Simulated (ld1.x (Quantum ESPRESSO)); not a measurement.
# N (Z = 7): one change to an ultrasoft potential, before and after

| Quantity | Value |
| --- | --- |
| Element | N (Z = 7) |
| Generator | ld1.x (Quantum ESPRESSO) 7.5 |
| Type | ultrasoft |
| Functional | LDA (PZ) |
| Relativity | scalar-relativistic |
| Frozen core | [He] |
| Valence charge | 5 |
| Reference configuration | 2s1.5 2p3.5 |
| Partial waves | 2s (bound): rcut 0.75, rcutus 0.95 bohr; 2s channel at -1 Ry: rcut 0.75, rcutus 0.95 bohr; 2p (bound): rcut 2.05, rcutus 2.40 bohr; 2p channel at 1.3 Ry: rcut 2.05, rcutus 2.40 bohr |
| Local potential | all-electron potential smoothed inside 1.70 bohr (lloc = -1) |
| Core correction | Bessel-smoothed model core inside 0.85 bohr |
| Augmentation charge | PSQ, radius 0.75 bohr |

Change: waves 2p (bound): rcut 2.05, rcutus 3.46 bohr; 2p channel at 1.3 Ry: rcut 2.05, rcutus 3.46 bohr.

Cutoffs: the cutoffs (Ry, on a coarse ladder) from which the occupation-weighted sum of valence levels, in a spherical-Bessel basis at the reference potential, stays within 10 and 1 mRy of its value at 400 Ry; they do not see the model core or the augmentation charge, which bear on the density cutoff. Errors are all-electron minus pseudo energies relative to the spin-unpolarised reference configuration.

Question: What does the change do?

Answer: The potential gets neither clearly harder nor softer (25 Ry and 40 Ry → 25 Ry and 40 Ry); the s channel sets the loose cutoff, while the largest relative change is in p, which becomes softer; of the 9 tests that both files solve, the error grows in 2 and shrinks in 1 by more than 15 % and 0.3 meV (median size 22.3 → 38.4 meV); neither file shows a bound ghost at the reference potential, the only one tested.

| quantity | base | changed |
| --- | --- | --- |
| cutoff, loose | 25 Ry | 25 Ry |
| cutoff, tight | 40 Ry | 40 Ry |
| loose cutoff by channel (10 mRy a level) | s 18 Ry, p 12 Ry | s 18 Ry, p 6 Ry |
| bound ghosts | none | none |
| error for 2s2 2p3, meV [ΔE -5.60 eV] | +2.5 | +2.5 |
| error for 2s2 2p2, meV [ΔE 8.14 eV] | +1.2 | -0.4 |
| error for 2s2 2p1, meV [ΔE 37.11 eV] | -1.8 | -38 |
| error for 2s1 2p3, meV [ΔE 19.59 eV] | -1.8 | -2.1 |
| error for 2s1 2p0, meV [ΔE 161.74 eV] | +266 | +263 |
| error for 2s0 2p5, meV [ΔE 16.86 eV] | +22 | +22 |
| error for 2s2 2p0, meV [ΔE 84.27 eV] | +105 | +103 |
| error for 2s1.5 2p3.5 (spin-polarised), meV [ΔE -3.03 eV] | +165 | +165 |
| error for 2s2 2p3 (spin-polarised), meV [ΔE -8.49 eV] | +167 | +166 |
| lowest overlap eigenvalue by channel | s 0.60, p 0.82 | s 0.60, p 0.78 |

Changed file: These tests converged, but a pseudo level misses the all-electron one widely, so the file describes the atom poorly there or has found another state: 2s1 2p0: empty 2p by 48.4 eV; 2s2 2p0: empty 2p by 37.9 eV.
